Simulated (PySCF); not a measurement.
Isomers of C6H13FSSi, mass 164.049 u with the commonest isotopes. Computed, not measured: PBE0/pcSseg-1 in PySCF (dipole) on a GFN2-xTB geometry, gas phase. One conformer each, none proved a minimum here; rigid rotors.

Task: Order these by rotational constant C, largest first.
A. `[CH3:1][CH2:2][C@@:3]([CH3:4])([SiH3:5])[C:6](=[S:7])[CH2:8][F:9]` with C1–C2–C3–C4 59°, C2–C3–C6–S7 142°, C3–C6–C8–F9 -35°
B. `[CH3:1][CH2:2][C@@:3]1([F:4])[CH2:5][S:6][SiH2:7][C@H:8]1[CH3:9]` with C1–C2–C3–F4 -64°, C2–C3–C5–S6 71°, C3–C5–S6–Si7 33°, C5–S6–Si7–C8 -5°, S6–Si7–C8–C9 -150°
C. `[CH3:1][CH2:2][CH2:3]/[CH:4]=[C:5](\[SiH2:6][F:7])[S:8][CH3:9]` with C1–C2–C3–C4 -179°, C2–C3–C4–C5 -114°, C4–C5–Si6–F7 -53°, C4–C5–S8–C9 -3°
D. `[CH3:1][S:2]/[CH:3]=[C:4](\[CH3:5])[CH2:6][SiH2:7][CH2:8][F:9]` with C1–S2–C3–C4 169°, C3–C4–C6–Si7 94°, C4–C6–Si7–C8 -52°, C6–Si7–C8–F9 -58°

Result: A (953.0 MHz), B (806.9 MHz), D (517.1 MHz), C (482.4 MHz).

Task: Order these by dipole moment, largest first.
A. `[CH3:1][CH2:2][CH2:3]/[CH:4]=[C:5](\[SiH2:6][F:7])[S:8][CH3:9]` with C1–C2–C3–C4 -179°, C2–C3–C4–C5 -114°, C4–C5–Si6–F7 -53°, C4–C5–S8–C9 -3°
B. `[CH3:1][S:2]/[CH:3]=[C:4](\[CH3:5])[CH2:6][SiH2:7][CH2:8][F:9]` with C1–S2–C3–C4 169°, C3–C4–C6–Si7 94°, C4–C6–Si7–C8 -52°, C6–Si7–C8–F9 -58°
C. `[CH3:1][CH2:2][C@@:3]([CH3:4])([SiH3:5])[C:6](=[S:7])[CH2:8][F:9]` with C1–C2–C3–C4 59°, C2–C3–C6–S7 142°, C3–C6–C8–F9 -35°
D. `[CH3:1][CH2:2][C@@:3]1([F:4])[CH2:5][S:6][SiH2:7][C@H:8]1[CH3:9]` with C1–C2–C3–F4 -64°, C2–C3–C5–S6 71°, C3–C5–S6–Si7 33°, C5–S6–Si7–C8 -5°, S6–Si7–C8–C9 -150°

Result: A (2.68 D), C (1.97 D), D (1.58 D), B (0.75 D).

Task: Order these by rotational constant B, smallest first.
A. `[CH3:1][S:2]/[CH:3]=[C:4](\[CH3:5])[CH2:6][SiH2:7][CH2:8][F:9]` with C1–S2–C3–C4 169°, C3–C4–C6–Si7 94°, C4–C6–Si7–C8 -52°, C6–Si7–C8–F9 -58°
B. `[CH3:1][CH2:2][CH2:3]/[CH:4]=[C:5](\[SiH2:6][F:7])[S:8][CH3:9]` with C1–C2–C3–C4 -179°, C2–C3–C4–C5 -114°, C4–C5–Si6–F7 -53°, C4–C5–S8–C9 -3°
C. `[CH3:1][CH2:2][C@@:3]1([F:4])[CH2:5][S:6][SiH2:7][C@H:8]1[CH3:9]` with C1–C2–C3–F4 -64°, C2–C3–C5–S6 71°, C3–C5–S6–Si7 33°, C5–S6–Si7–C8 -5°, S6–Si7–C8–C9 -150°
D. `[CH3:1][CH2:2][C@@:3]([CH3:4])([SiH3:5])[C:6](=[S:7])[CH2:8][F:9]` with C1–C2–C3–C4 59°, C2–C3–C6–S7 142°, C3–C6–C8–F9 -35°

Result: A (681.8 MHz), B (706.4 MHz), D (984.0 MHz), C (1095 MHz).

```
                    SMILES  point group  Ia (u·Å²)  Ib (u·Å²)  Ic (u·Å²)      κ  μa (D)  μb (D)  μc (D)
       CCC/C=C(\[SiH2]F)SC           C1     409.74     715.41    1047.65  -0.40    0.38    2.59    0.58
CC[C@@]1(F)CS[SiH2][C@H]1C           C1     356.29     461.46     626.36  -0.06    0.07    1.39    0.75
       CS/C=C(\C)C[SiH2]CF           C1     334.47     741.25     977.40  -0.67    0.61    0.10    0.44
 CC[C@@](C)([SiH3])C(=S)CF           C1     460.77     513.62     530.32  -0.57    1.74    0.26    0.90
```
